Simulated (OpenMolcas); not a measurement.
Mn2+.

```yaml
Program: OpenMolcas 26.06
Method: CASSCF
Basis: ANO-RCC-VQZP [7s6p4d3f2g1h]
Scalar_Hamiltonian: DKH2, point nucleus
Active_space: 5 electrons in 10 orbitals (3d 4d)
State_averaging: 2S+1 = 6 even, 1 root; 2S+1 = 4 even, 24 roots; 2S+1 = 2 even, 58 roots
Spin-orbit_coupling: state interaction with AMFI integrals over the reference wave functions, term energies averaged over their components
```

Levels without dynamic correlation, in cm⁻¹ above 3d⁵ ⁶S_5/2:

```
               Level      E
          3d⁵ ⁴D_7/2  38323
          3d⁵ ⁴G_5/2  30786
          3d⁵ ⁴P_5/2  35154
         3d⁵ ²I_11/2  43862
3d⁵ ²D_5/2(1) [69 %]  49247
```

On this reference, MS-CASPT2, IPEA 0.25 Eh, imaginary shift 0.1 Eh (closed shells correlated: 3s 3p) puts 3d⁵ ⁴D_7/2 at 33330 cm⁻¹.

Question: Estimate the other levels at that method by one scale factor, and say how well it serves.

Answer: The factor is 33330 / 38323 = 0.870. Scaled values beside those that MS-CASPT2 gives and measured ones (Corliss and Sugar, J. Phys. Chem. Ref. Data 6, 1253 (1977)):
```csv
Level,Scaled,MS-CASPT2,Miss (%),Measured
3d⁵ ⁴G_5/2,26784,27650,-3.1,
3d⁵ ⁴P_5/2,30584,30440,+0.5,29168
3d⁵ ²I_11/2,38160,40430,-5.6,39174
3d⁵ ²D_5/2(1) [69 %],42845,42980,-0.3,41238
```
For these levels the scaled values miss MS-CASPT2 by up to 5.6 %, as correlation changes each term by its own factor, spin-orbit parts do not scale and CASPT2 has its own spread within terms. This holds within one configuration; levels of others move differently, and the target method has errors of its own against measurement.

CASPT2 breaks the degeneracy within a term, and the mean is taken; among the terms shown or strongly mixed into the levels shown the widest spread is 740 cm-1 (3d⁵ ²I, MS-CASPT2). Active for correlation alone: 4d; no level in the range computed is led by a configuration that fills it, so any true level of that kind is missing. Without dynamic correlation excited terms often stand tens of per cent too high (terms of higher spin than the ground term too low), and those without a measured partner can miss by more than the paired ones (holds for CASSCF). Computed and measured levels are paired by configuration, term and J; levels that our copy of the source lacks, or whose pairing is in doubt (as where it misses far off the trend of its configuration), stay unpaired and out of the deviations. Only configurations of the active space appear.

A share in square brackets marks a mixed level and gives the weight of the term that names it, the lowest over the columns. A number in round brackets counts repeated terms of one configuration in the order of the reference energies.
